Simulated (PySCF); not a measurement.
## Electronic absorption of C5H5F2N

Species: C5H5F2N.
SMILES with atom numbers: `[F:1][CH:2]([F:3])[c:4]1[cH:5][cH:6][cH:7][nH:8]1` (hydrogens: H9 on C2; H10 on C5; H11 on C6; H12 on C7; H13 on N8)

Method: TDDFT B3LYP/def2-SVPD, vertical, gas phase, core orbitals frozen in the response (PySCF 2.14.0, density-fitted response routines). Isolated species at its GFN2-xTB geometry (one conformer only). Torsions of this conformer, `[F:1][CH:2]([F:3])[c:4]1[cH:5][cH:6][cH:7][nH:8]1`: F1–C2–C4–C5 -121°.

```
state  E (eV)  E (hartree)       f  symmetry  main configurations (H = HOMO, L = LUMO)
   S1    5.88       0.2162  0.0003         –                               H→L+1 (99%)
   S2    6.12       0.2250   0.223        A′                                 H→L (87%)
   S3    6.50       0.2387   0.050        A′        H-1→L (64%), H→L+4 (26%), H→L (9%)
   S4    6.56       0.2412   0.014        A″                               H→L+2 (96%)
   S5    6.74       0.2478  0.0015         –                H-1→L+1 (83%), H→L+3 (14%)
   S6    6.80       0.2501  0.0081        A″                H→L+3 (85%), H-1→L+1 (13%)
   S7    7.37       0.2710  0.0010         –                H→L+5 (72%), H-1→L+2 (24%)
   S8    7.39       0.2714  0.0074        A″                               H→L+6 (86%)
```

Triplets, Tamm–Dancoff:

| state | E (eV) | λ (nm) | main configurations (H = HOMO, L = LUMO) |
| --- | --- | --- | --- |
| T1 | 4.24 | 292.3 | H→L (94%) |
| T2 | 5.27 | 235.3 | H-1→L (88%), H→L+4 (10%) |
| T3 | 5.84 | 212.2 | H→L+1 (98%) |

The lowest singlet lies at 5.88 eV (211 nm, ultraviolet) and is dark (f under 0.0005); its leading configuration is HOMO→LUMO+1 (99%). The most intense listed level is S2 at 6.12 eV (202 nm, f = 0.223), 0.24 eV above S1. Löwdin shares by element: HOMO carbon 81% or more (atoms not listed hold the other 19%); LUMO carbon 49% or more, nitrogen 17% (atoms not listed hold the other 34%). Weighted by f, the mean energy of these states is 6.26 eV. Orbital energies (eV): HOMO-3 -10.83, HOMO-2 -9.84, HOMO-1 -7.37, HOMO -6.51, LUMO -0.13, LUMO+1 0.30, LUMO+2 0.90. The listed states span 1.50 eV, and the widest gap between neighbours is 0.57 eV (S6 to S7). No computed singlet lies in the visible range (380 to 750 nm); the lowest, at 211 nm, stands 2.62 eV above its violet end (3.26 eV). Symmetry labels in Cs follow from the direction of the transition dipole and are given only for states with f of 0.002 or more. Only the lowest 8 singlets were computed, as vertical energies without vibronic structure.

The run took 33 s wall on an Arm Neoverse V1 with one thread (shared host).
